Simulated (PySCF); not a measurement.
B3LYP has the VWN-RPA correlation part, as in Gaussian. Excitations are Tamm–Dancoff values on a coarser integration grid. The basis has no diffuse functions, so Rydberg states are missing or too high.

Cartesian coordinates (Å):
```xyz
5

Br    -1.1275    -1.4061    -0.7537
C      0.0000     0.0000     0.0000
Br    -1.0680     1.6118     0.2784
Br     0.7326    -0.5989     1.7091
Br     1.4628     0.3931    -1.2337
```
Charge 0, spin multiplicity 1.

Q: What is the computed S1 excitation (TDA), S1–T1 gap (TDA), LUMO, dipole moment and HOMO (B3LYP-D3(BJ)/def2-TZVP (PySCF 2.14.0))?

A: 
```json
{
  "S1 excitation (TDA)": "4.02 eV",
  "S1–T1 gap (TDA)": "0.39 eV",
  "LUMO": "-2.95 eV",
  "dipole_moment": "0.00 D",
  "HOMO": "-8.02 eV"
}
```
